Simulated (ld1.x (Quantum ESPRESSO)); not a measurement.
## antimony (Sb): ultrasoft pseudisation with PBEsol, scalar-relativistic reference atom.

ld1.x (Quantum ESPRESSO) 7.5 was run on this input:

```
&input
   title='Sb', zed=51., rel=1, dft='PBESOL', iswitch=3,
   config='[Kr] 4d10 5s2 5p3 5d-2',
   nld=3, rlderiv=2.50, eminld=-3.0, emaxld=5.0, deld=0.02
 /
 &inputp
   pseudotype=3, tm=.true., lloc=-1, rcloc=1.70,
   nlcc=.false.,
   which_augfun='PSQ', rmatch_augfun_nc=.true.,
   file_pseudopw='Sb.UPF', file_wfcaegen='ae.wfc', file_wfcncgen='nc.wfc', file_beta='beta', file_chi='chi', file_wfcusgen='us.wfc'
 /
5
5S  1  0   2.00   0.00  1.80  2.05  0.0
5S  1  0   0.00   0.05  1.80  2.05  0.0
5P  2  1   3.00   0.00  1.80  2.30  0.0
5P  2  1   0.00   4.15  1.80  2.30  0.0
5D  3  2  -2.00   0.20  1.95  2.10  0.0
 &test
   configts(1)='5s2 5p3'
 /
```

Command:

```bash
ld1.x < Sb.in > Sb.out
```

Resulting log (shortened: banner, matrices, multipoles, cross overlaps and the repeated all-electron block are left out):

```
Program LD1 v.7.5

     !!!!!!!!!!!!!!!!!!! WARNING !!!!!!!!!!!!!!!!!!!!!!!
     Message from routine ld1_readin:
     US requires at least two energies per channel 5D
     !!!!!!!!!!!!!!!!!!!!!!!!!!!!!!!!!!!!!!!!!!!!!!!!!!!
     --------------------------- All-electron run ----------------------------

     Sb
     scalar relativistic calculation

     atomic number is 51.00
     dft =PBESOL   lsd =0 sic =0 latt =0  beta=0.20 tr2=1.0E-14
     Exchange-correlation= PBESOL
                           (   1   4  10   8   0   0   0)
     mesh =1243 r(mesh) =  98.80758 a.u. xmin = -7.00 dx = 0.01250
     1 Ry =  13.60569312 eV, c = 137.03599908

     n l     nl                  e(Ry)          e(Ha)          e(eV)
     1 0     1S 1( 2.00)     -2226.2852     -1113.1426    -30290.1528
     2 0     2S 1( 2.00)      -338.7937      -169.3969     -4609.5235
     2 1     2P 1( 6.00)      -304.2004      -152.1002     -4138.8569
     3 0     3S 1( 2.00)       -66.4028       -33.2014      -903.4562
     3 1     3P 1( 6.00)       -55.1282       -27.5641      -750.0568
     4 0     4S 1( 2.00)       -10.9233        -5.4616      -148.6187
     4 1     4P 1( 6.00)        -7.4696        -3.7348      -101.6291
     3 2     3D 1(10.00)       -37.9122       -18.9561      -515.8217
     4 2     4D 1(10.00)        -2.4585        -1.2293       -33.4500
     5 0     5S 1( 2.00)        -0.9464        -0.4732       -12.8759
     5 1     5P 1( 3.00)        -0.3560        -0.1780        -4.8441

     final scf error:  4.5E-16 reached in  26 iterations

     Etot =  -12957.259597 Ry,   -6478.629799 Ha, -176292.497798 eV

     Ekin =   13551.099363 Ry,    6775.549682 Ha,  184372.099418 eV
     Encl =  -31344.154920 Ry,  -15672.077460 Ha, -426458.953045 eV
     Eh   =    5170.305457 Ry,    2585.152728 Ha,   70345.589396 eV
     Exc  =    -334.509497 Ry,    -167.254749 Ha,   -4551.233567 eV

     normalization and overlap integrals

     s(1S/1S) =  1.000000  <r> =   0.0284  <r2> =    0.0011  r(max) =   0.0184
     s(2S/2S) =  1.000000  <r> =   0.1227  <r2> =    0.0177  r(max) =   0.1034
     s(2P/2P) =  1.000000  <r> =   0.1071  <r2> =    0.0140  r(max) =   0.0826
     s(3S/3S) =  1.000000  <r> =   0.3308  <r2> =    0.1251  r(max) =   0.2991
     s(3P/3P) =  1.000000  <r> =   0.3289  <r2> =    0.1255  r(max) =   0.2918
     s(4S/4S) =  1.000000  <r> =   0.7908  <r2> =    0.7074  r(max) =   0.7266
     s(4P/4P) =  1.000000  <r> =   0.8525  <r2> =    0.8298  r(max) =   0.7639
     s(3D/3D) =  1.000000  <r> =   0.3055  <r2> =    0.1107  r(max) =   0.2449
     s(4D/4D) =  1.000000  <r> =   1.0310  <r2> =    1.2571  r(max) =   0.8442
     s(5S/5S) =  1.000000  <r> =   2.2237  <r2> =    5.6328  r(max) =   1.9025
     s(5P/5P) =  1.000000  <r> =   2.9067  <r2> =    9.8387  r(max) =   2.3530

     ------------------------ End of All-electron run ------------------------

     --------------------- Generating US pseudopotential ---------------------

      Generating local potential from pseudized AE potential:
      Matching radius rcloc =   1.7000

      Local pseudo, rcloc= 1.679 Estimated cut-off energy=     8.85 Ry
      Wfc-us  5S rcutus= 2.051  Estimated cut-off energy=    10.91 Ry
      Wfc-us  5S rcutus= 2.051  Estimated cut-off energy=    12.68 Ry
      Wfc-us  5P rcutus= 2.324  Estimated cut-off energy=    13.84 Ry
      Wfc-us  5P rcutus= 2.324  Estimated cut-off energy=    26.73 Ry
      Wfc-us  5D rcutus= 2.103  Estimated cut-off energy=    22.69 Ry

     Q pseudized with Bessel functions
     Expected ecutrho=     113.1331 due to l1=  2   l2=  2

     ------------------- End of pseudopotential generation -------------------

     Computing logarithmic derivative in   2.48916
     Computing logarithmic derivative in   2.48916
     Computing the partial wave expansion
     R is outside the sphere for l=    0 j= 0.00
     R is outside the sphere for l=    0 j= 0.00
     R is outside the sphere for l=    1 j= 0.00
     R is outside the sphere for l=    1 j= 0.00
     R is outside the sphere for l=    2 j= 0.00

     ---------------------- Testing the pseudopotential ----------------------

     Sb
     scalar relativistic calculation

     atomic number is 51.00   valence charge is  5.00
     dft =PBESOL   lsd =0 sic =0 latt =0  beta=0.20 tr2=1.0E-14
     mesh =1243 r(mesh) =  98.80758 xmin = -7.00 dx = 0.01250

     n l     nl             e AE (Ry)        e PS (Ry)    De AE-PS (Ry)
     1 0     5S   1( 2.00)       -0.94636       -0.94636        0.00000
     2 1     5P   1( 3.00)       -0.35604       -0.35604        0.00000

     eps = 6.5E-15  iter = 22

     Etot =  -12957.259597 Ry,   -6478.629799 Ha, -176292.497798 eV
     Etotps =   -10.837253 Ry,      -5.418626 Ha,    -147.448337 eV

     Ekin =       3.421517 Ry,       1.710759 Ha,      46.552113 eV
     Encl =     -24.227051 Ry,     -12.113526 Ha,    -329.625822 eV
     Ehrt =       8.614132 Ry,       4.307066 Ha,     117.201238 eV
     Ecxc =      -2.487986 Ry,      -1.243993 Ha,     -33.850770 eV
     Epseu=       3.842134 Ry,       1.921067 Ha,      52.274903 eV

     ---------------------- End of pseudopotential test ----------------------
```

Generation and configuration tests took about 1.9 s on one core of a shared server CPU.

Transferability test of the new file with ld1.x, input:

```
&input
   title='Sb', zed=51., rel=1, dft='PBESOL', iswitch=2,
   config='[Kr] 4d10 5s2 5p3 5d-2'
 /
 &test
   file_pseudo='Sb.UPF', nconf=8,
   configts(1)='5s2 5p3',
   configts(2)='5s2 5p2',
   configts(3)='5s2 5p1',
   configts(4)='5s2 5p0',
   configts(5)='5s0 5p5',
   configts(6)='5s2 5p2.5',
   configts(7)='5s1 5p4',
   configts(8)='5s1 5p0'
 /
```

```bash
ld1.x < Sb.test.in > Sb.test.out
```

Pseudopotential blocks of its output, shortened (energy terms left out; the distinct warnings before each block abridged to one line each):

```
     ---------------------- Testing the pseudopotential ----------------------

     n l     nl             e AE (Ry)        e PS (Ry)    De AE-PS (Ry)
     1 0     5S   1( 2.00)       -0.94636       -0.94636        0.00000
     2 1     5P   1( 3.00)       -0.35604       -0.35604        0.00000

     eps = 2.0E-15  iter =  9

     Etot =  -12957.259598 Ry,   -6478.629799 Ha, -176292.497799 eV
     Etotps =   -10.837253 Ry,      -5.418626 Ha,    -147.448337 eV

     ---------------------- End of pseudopotential test ----------------------

          ---------------------- Testing the pseudopotential ----------------------

     n l     nl             e AE (Ry)        e PS (Ry)    De AE-PS (Ry)
     1 0     5S   1( 2.00)       -1.52208       -1.52380        0.00172
     2 1     5P   1( 2.00)       -0.88420       -0.88502        0.00082

     eps = 7.7E-15  iter = 42

     Etot =  -12956.646314 Ry,   -6478.323157 Ha, -176284.153656 eV
     Etotps =   -10.223493 Ry,      -5.111747 Ha,    -139.097713 eV
     dEtot_ae =       0.613283 Ry
     dEtot_ps =       0.613760 Ry,   Delta E=      -0.000476 Ry

     ---------------------- End of pseudopotential test ----------------------

          ---------------------- Testing the pseudopotential ----------------------

     n l     nl             e AE (Ry)        e PS (Ry)    De AE-PS (Ry)
     1 0     5S   1( 2.00)       -2.16863       -2.17345        0.00482
     2 1     5P   1( 1.00)       -1.47929       -1.48145        0.00216

     eps = 5.8E-15  iter = 42

     Etot =  -12955.469481 Ry,   -6477.734741 Ha, -176268.142026 eV
     Etotps =    -9.044850 Ry,      -4.522425 Ha,    -123.061453 eV
     dEtot_ae =       1.790116 Ry
     dEtot_ps =       1.792403 Ry,   Delta E=      -0.002287 Ry

     ---------------------- End of pseudopotential test ----------------------

          ---------------------- Testing the pseudopotential ----------------------

     n l     nl             e AE (Ry)        e PS (Ry)    De AE-PS (Ry)
     1 0     5S   1( 2.00)       -2.86490       -2.87103        0.00614  !
     2 1     5P   1( 0.00)       -2.12153       -2.12034       -0.00119

     eps = 6.6E-15  iter = 25

     Etot =  -12953.672829 Ry,   -6476.836415 Ha, -176243.697332 eV
     Etotps =    -7.246270 Ry,      -3.623135 Ha,     -98.590519 eV
     dEtot_ae =       3.586768 Ry
     dEtot_ps =       3.590983 Ry,   Delta E=      -0.004215 Ry

     ---------------------- End of pseudopotential test ----------------------

          ---------------------- Testing the pseudopotential ----------------------

     n l     nl             e AE (Ry)        e PS (Ry)    De AE-PS (Ry)
     1 0     5S   1( 0.00)       -1.05926       -1.05401       -0.00525  !
     2 1     5P   1( 5.00)       -0.43801       -0.43806        0.00004

     eps = 3.4E-15  iter = 14

     Etot =  -12956.047337 Ry,   -6478.023669 Ha, -176276.004155 eV
     Etotps =    -9.630272 Ry,      -4.815136 Ha,    -131.026523 eV
     dEtot_ae =       1.212260 Ry
     dEtot_ps =       1.206981 Ry,   Delta E=       0.005279 Ry

     ---------------------- End of pseudopotential test ----------------------

          ---------------------- Testing the pseudopotential ----------------------

     n l     nl             e AE (Ry)        e PS (Ry)    De AE-PS (Ry)
     1 0     5S   1( 2.00)       -1.22354       -1.22421        0.00066
     2 1     5P   1( 2.50)       -0.61010       -0.61039        0.00029

     eps = 8.3E-15  iter = 19

     Etot =  -12957.019049 Ry,   -6478.509524 Ha, -176289.224965 eV
     Etotps =   -10.596585 Ry,      -5.298293 Ha,    -144.173885 eV
     dEtot_ae =       0.240549 Ry
     dEtot_ps =       0.240668 Ry,   Delta E=      -0.000119 Ry

     ---------------------- End of pseudopotential test ----------------------

          ---------------------- Testing the pseudopotential ----------------------

     n l     nl             e AE (Ry)        e PS (Ry)    De AE-PS (Ry)
     1 0     5S   1( 1.00)       -1.00500       -1.00260       -0.00240
     2 1     5P   1( 4.00)       -0.39863       -0.39893        0.00030

     eps = 4.7E-15  iter = 67

     Etot =  -12956.661195 Ry,   -6478.330597 Ha, -176284.356111 eV
     Etotps =   -10.240091 Ry,      -5.120046 Ha,    -139.323538 eV
     dEtot_ae =       0.598403 Ry
     dEtot_ps =       0.597162 Ry,   Delta E=       0.001241 Ry

     ---------------------- End of pseudopotential test ----------------------

          BEWARE! Errors in PS-KS equations
     Warning: n=1, l=0 expected 0 nodes, found 1
     Warning: n=2, l=1 expected 0 nodes, found 1
     ---------------------- Testing the pseudopotential ----------------------

     n l     nl             e AE (Ry)        e PS (Ry)    De AE-PS (Ry)
     1 0     5S   1( 1.00)       -3.65792       -3.65792        0.00000
     2 1     5P   1( 0.00)       -2.85384       -3.22105        0.36721  !

     eps = 1.7E-29  iter =  3

     Etot =  -12950.414452 Ry,   -6475.207226 Ha, -176199.364848 eV
     Etotps =    -3.657924 Ry,      -1.828962 Ha,     -49.768595 eV
     dEtot_ae =       6.845146 Ry
     dEtot_ps =       7.179329 Ry,   Delta E=      -0.334183 Ry

     ---------------------- End of pseudopotential test ----------------------
```
